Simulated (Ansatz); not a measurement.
Ansatz results at the PBE0-D4/def2-TZVP geometry: size of the dipole moment (B3LYP/def2-TZVPP) 1.19 D; HOMO energy (PBE/def2-TZVPP) -6.49 eV; LUMO energy (PBE0/def2-TZVPP) 0.12 eV.

Each molecule was computed in one conformer, which needn't be the lowest.

Q: Which molecule gave them?
A. `O[SiH]([SiH3])[SeH]`
B. `FC1NC[SiH2]S1`
C. `C[Si](F)(S)S`
D. `C=C(N)CI`

A: C. The others give `FC1NC[SiH2]S1`: 2.39, -5.74, 0.04; `C=C(N)CI`: 1.09, -5.25, -1.20; `O[SiH]([SiH3])[SeH]`: 1.42, -6.11, -0.40.

B3LYP here is the variant with VWN-RPA as its local correlation; programs differ in this.
